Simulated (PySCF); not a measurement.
PySCF input file for C2H4F2Si, SMILES F/C([SiH3])=C/F, TDA-PBE/def2-SVPD. Geometry: B3LYP-D3(BJ)/def2-SVP. The structure was generated by enumeration; whether it is a known compound was not checked.

```python
import numpy as np
from pyscf import gto, scf, dft, tdscf

mol = gto.M(
    atom='''
    F     1.03266272    1.81555133    0.00000000
    C    -0.22867669    1.37528251   -0.00000000
    C    -0.51318562    0.06863875    0.00000000
    F    -1.82706349   -0.27178346    0.00000000
    Si    0.68811542   -1.38700941   -0.00000000
    H    -0.98419726    2.16706431    0.00000000
    H     2.08284369   -0.87673282    0.00000000
    H     0.43425923   -2.21481904    1.21184101
    H     0.43425923   -2.21481905   -1.21184101
    ''',
    basis='def2-SVPD',
    charge=0,
    spin=0,
    symmetry=True,
    max_memory=1600,
    verbose=4,
)
mf = dft.RKS(mol, xc='pbe').density_fit(auxbasis='def2-universal-jkfit')
mf.grids.level = 3
mf.conv_tol = 1e-9
mf.max_cycle = 100
mf.kernel()
mf.grids = dft.Grids(mol).set(level=1).build(with_non0tab=True)  # coarser grid for the response kernel
td = tdscf.TDA(mf)
td.singlet = True
td.nstates = 10
td.conv_tol = 1e-4
td.positive_eig_threshold = 1e-6
td.kernel(x0=td.get_init_guess(mf, 15))
td.analyze()
tt = tdscf.TDA(mf)
tt.singlet = False
tt.nstates = 4
tt.conv_tol = 1e-4
tt.positive_eig_threshold = 1e-6
tt.kernel(x0=tt.get_init_guess(mf, 9))
tt.analyze(verbose=3)
```

Log of the run:

```
PySCF version 2.14.0

[INPUT] verbose = 4
[INPUT] num. atoms = 9
[INPUT] num. electrons = 48
[INPUT] charge = 0
[INPUT] spin (= nelec alpha-beta = 2S) = 0
[INPUT] symmetry True subgroup None
[INPUT] Mole.unit = angstrom
[INPUT] Symbol           X                Y                Z      unit          X                Y                Z       unit  Magmom
[INPUT]  1 F      1.032662720000   1.815551330000   0.000000000000 AA    1.951449719848   3.430894778790   0.000000000000 Bohr   0.0
[INPUT]  2 C     -0.228676690000   1.375282510000   0.000000000000 AA   -0.432136315172   2.598907287804   0.000000000000 Bohr   0.0
[INPUT]  3 C     -0.513185620000   0.068638750000   0.000000000000 AA   -0.969780272865   0.129708439032   0.000000000000 Bohr   0.0
[INPUT]  4 F     -1.827063490000  -0.271783460000   0.000000000000 AA   -3.452649608292  -0.513596304587   0.000000000000 Bohr   0.0
[INPUT]  5 Si     0.688115420000  -1.387009410000   0.000000000000 AA    1.300349685890  -2.621067917095   0.000000000000 Bohr   0.0
[INPUT]  6 H     -0.984197260000   2.167064310000   0.000000000000 AA   -1.859863273947   4.095158040220   0.000000000000 Bohr   0.0
[INPUT]  7 H      2.082843690000  -0.876732820000   0.000000000000 AA    3.936004134378  -1.656784914218   0.000000000000 Bohr   0.0
[INPUT]  8 H      0.434259230000  -2.214819040000   1.211841010000 AA    0.820631011765  -4.185401401072   2.290047615416 Bohr   0.0
[INPUT]  9 H      0.434259230000  -2.214819050000  -1.211841010000 AA    0.820631011765  -4.185401419969  -2.290047615416 Bohr   0.0

nuclear repulsion = 217.766576074481
point group symmetry = Cs
symmetry origin: [-7.87385985e-10  1.96846454e-09  0.00000000e+00]
symmetry axis x: [ 1.00000000e+00 -6.41933038e-09 -8.29120694e-19]
symmetry axis y: [-6.41933038e-09 -1.00000000e+00 -1.49648415e-10]
symmetry axis z: [ 7.76778514e-20 -1.49648415e-10  1.00000000e+00]
num. orbitals of irrep A' = 97
num. orbitals of irrep A" = 45
number of shells = 60
number of NR pGTOs = 208
number of NR cGTOs = 142
basis = def2-SVPD
ecp = {}


[settings echo left out]
init E= -567.360194707873
HOMO (A") = -0.2738992169794  LUMO (A") = -0.0810070671568206  gap/eV = 5.24886
cycle= 1 E= -566.988255012802  delta_E= 0.372  |g|= 0.451  |ddm|= 3.55
HOMO (A") = -0.199009239108546  LUMO (A") = -0.0486580325236101  gap/eV = 4.09126
cycle= 2 E= -566.909708000165  delta_E= 0.0785  |g|= 0.833  |ddm|= 0.959
HOMO (A") = -0.224960574468654  LUMO (A") = -0.047486536746133  gap/eV = 4.82931
cycle= 3 E= -567.020640216882  delta_E= -0.111  |g|= 0.124  |ddm|= 0.624
HOMO (A") = -0.236617877587937  LUMO (A") = -0.0583139658470757  gap/eV = 4.85190
cycle= 4 E= -567.022998278224  delta_E= -0.00236  |g|= 0.0675  |ddm|= 0.208
HOMO (A") = -0.234494356798797  LUMO (A") = -0.0567422868439076  gap/eV = 4.83688
cycle= 5 E= -567.02403071258  delta_E= -0.00103  |g|= 0.0218  |ddm|= 0.0867
HOMO (A") = -0.232902411846191  LUMO (A") = -0.0555251696157599  gap/eV = 4.82668
cycle= 6 E= -567.024145244697  delta_E= -0.000115  |g|= 0.0053  |ddm|= 0.0281
HOMO (A") = -0.233404889021318  LUMO (A") = -0.0559552473081735  gap/eV = 4.82865
cycle= 7 E= -567.024151905528  delta_E= -6.66e-06  |g|= 0.00186  |ddm|= 0.0071
HOMO (A") = -0.233462805121155  LUMO (A") = -0.0559857059745905  gap/eV = 4.82940
cycle= 8 E= -567.024152548932  delta_E= -6.43e-07  |g|= 0.000415  |ddm|= 0.00193
HOMO (A") = -0.233425855068345  LUMO (A") = -0.0559435034394107  gap/eV = 4.82954
cycle= 9 E= -567.024152593246  delta_E= -4.43e-08  |g|= 5.41e-05  |ddm|= 0.000582
HOMO (A") = -0.233431973260703  LUMO (A") = -0.0559493947571208  gap/eV = 4.82955
cycle= 10 E= -567.024152594156  delta_E= -9.1e-10  |g|= 1.03e-05  |ddm|= 0.000118
HOMO (A") = -0.23343070986008  LUMO (A") = -0.055948177996235  gap/eV = 4.82955
Extra cycle  E= -567.024152594122  delta_E= 3.41e-11  |g|= 1.51e-05  |ddm|= 5.6e-05
converged SCF energy = -567.024152594122
tot grids = 37264
Overwritten attributes  positive_eig_threshold  of <class 'pyscf.tdscf.rks.TDA'>


******** <class 'pyscf.tdscf.rks.TDA'> for <class 'pyscf.df.df_jk.DFSymAdaptedRKS'> ********
nstates = 10 singlet
deg_eia_thresh = 1.000e-03
wfnsym = None
conv_tol = 0.0001
eigh lindep = 1e-12
eigh level_shift = 0
eigh max_cycle = 100


Excitation energies (eV)
[5.94048608 6.17047091 6.47234552 6.49226809 6.87081626 7.14080158
 7.32359152 7.34635709 7.37091528 7.75132675]

** Singlet excitation energies and oscillator strengths **
Excited State   1:   A"      5.94049 eV    208.71 nm  f=0.0002
      24 -> 26       -0.70274
Excited State   2:   A"      6.17047 eV    200.93 nm  f=0.0003
      24 -> 27       -0.70398
Excited State   3:   A"      6.47235 eV    191.56 nm  f=0.0006
      23 -> 25       -0.13567
      24 -> 28       -0.69135
Excited State   4:   A'      6.49227 eV    190.97 nm  f=0.2644
      24 -> 25       -0.57646
      24 -> 30        0.35707
Excited State   5:   A"      6.87082 eV    180.45 nm  f=0.0001
      22 -> 25       -0.12415
      23 -> 25       -0.67503
      24 -> 28        0.12646
Excited State   6:   A"      7.14080 eV    173.63 nm  f=0.0012
      24 -> 29        0.68767
      24 -> 31        0.13313
Excited State   7:   A"      7.32359 eV    169.29 nm  f=0.0016
      22 -> 25        0.41348
      24 -> 29       -0.11604
      24 -> 31        0.55382
Excited State   8:   A"      7.34636 eV    168.77 nm  f=0.0153
      22 -> 25       -0.54667
      23 -> 25        0.10266
      24 -> 31        0.41560
Excited State   9:   A'      7.37092 eV    168.21 nm  f=0.0851
      21 -> 25        0.53277
      23 -> 26        0.11909
      24 -> 25       -0.16318
      24 -> 30       -0.39254
Excited State  10:   A'      7.75133 eV    159.95 nm  f=0.0249
      21 -> 25        0.41413
      23 -> 26       -0.16408
      23 -> 27       -0.11694
      23 -> 28        0.14223
      24 -> 25        0.21715
      24 -> 30        0.41950

** Transition electric dipole moments (AU) **
state          X           Y           Z        Dip. S.      Osc.
  1         0.0000     -0.0000     -0.0343      0.0012      0.0002
  2         0.0000     -0.0000      0.0478      0.0023      0.0003
  3         0.0000     -0.0000     -0.0603      0.0036      0.0006
  4         0.0567     -1.2880      0.0000      1.6622      0.2644
  5        -0.0000      0.0000     -0.0272      0.0007      0.0001
  6        -0.0000     -0.0000      0.0823      0.0068      0.0012
  7         0.0000      0.0000      0.0933      0.0087      0.0016
  8        -0.0000      0.0000      0.2916      0.0850      0.0153
  9         0.0706     -0.6829      0.0000      0.4714      0.0851
 10         0.0407      0.3599      0.0000      0.1311      0.0249

** Transition velocity dipole moments (imaginary part, AU) **
state          X           Y           Z        Dip. S.      Osc.
  1         0.0000      0.0000      0.0096      0.0001      0.0003
  2         0.0000     -0.0000      0.0062      0.0000      0.0001
  3         0.0000     -0.0000     -0.0295      0.0009      0.0024
  4         0.0435     -0.0949      0.0000      0.0109      0.0305
  5         0.0000     -0.0000      0.0413      0.0017      0.0045
  6        -0.0000      0.0000      0.0311      0.0010      0.0025
  7        -0.0000      0.0000      0.0532      0.0028      0.0070
  8        -0.0000     -0.0000      0.0405      0.0016      0.0040
  9         0.0395     -0.0770      0.0000      0.0075      0.0184
 10        -0.0309      0.0176      0.0000      0.0013      0.0030

** Transition magnetic dipole moments (imaginary part, AU) **
state          X           Y           Z
  1         0.1920     -0.5263     -0.0000
  2        -0.3912     -0.3677      0.0000
  3        -0.0983      0.1649     -0.0000
  4        -0.0000     -0.0000     -0.1271
  5        -0.8072     -0.2170     -0.0000
  6         0.4463     -0.4279      0.0000
  7        -0.3814      0.1158     -0.0000
  8        -0.1593      0.3764      0.0000
  9        -0.0000     -0.0000     -0.3705
 10        -0.0000     -0.0000      0.1408


******** <class 'pyscf.tdscf.rks.TDA'> for <class 'pyscf.df.df_jk.DFSymAdaptedRKS'> ********
nstates = 4 triplet
deg_eia_thresh = 1.000e-03
wfnsym = None
conv_tol = 0.0001
eigh lindep = 1e-12
eigh level_shift = 0
eigh max_cycle = 100


Excitation energies (eV)
[3.99711067 5.6354294  6.08559678 6.31418809]

** Triplet excitation energies and oscillator strengths **
Excited State   1:   A'      3.99711 eV    310.18 nm  f=0.0000
Excited State   2:   A"      5.63543 eV    220.01 nm  f=0.0000
Excited State   3:   A"      6.08560 eV    203.73 nm  f=0.0000
Excited State   4:   A"      6.31419 eV    196.36 nm  f=0.0000
```

The run converged.

Cost: roughly 30 core-seconds.
